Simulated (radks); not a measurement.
Task: All-electron atom: the manganese ion Mn3+ in [Ar] 3d2 4p2 (not the ground configuration). All-electron calculation, scalar-relativistic Kohn-Sham, PBE, spin-polarised, spherical densities, finite nucleus; open shells are filled with parallel spins first; Fermi nuclear charge, rms radius 3.7057 fm. Program: a radial shooting solver on a logarithmic mesh with Libxc functionals. Some entries of the table are withheld. Estimate them.

orbital  occ.  eigenvalue (hartree)  <1/r> (bohr^-1)  r(max) (bohr)
1s up       1             -238.3969            24.92        0.03987
1s down     1             -238.3921            24.93        0.03987
2s up       1             -29.58203            5.301         0.2326
2s down     1             -29.53288            5.307         0.2325
2p up       3             -25.38856            5.198         0.1885
2p down     3             -25.34834            5.203         0.1884
3s up       1              -5.21172            1.720         0.7255
3s down     1              -5.09716            1.714         0.7265
3p up       3                   (1)            1.602            (2)
3p down     3                   (3)            1.596            (4)
3d up       2              -2.18503            1.354            (5)
3d down     0              -2.07008            1.350            (6)
4p up       2              -1.10065           0.5540          2.177

Result: 
(1) 3p up eigenvalue (hartree): -4.03106
(2) 3p up r(max) (bohr): 0.7351
(3) 3p down eigenvalue (hartree): -3.91747
(4) 3p down r(max) (bohr): 0.7366
(5) 3d up r(max) (bohr): 0.6995
(6) 3d down r(max) (bohr): 0.7035
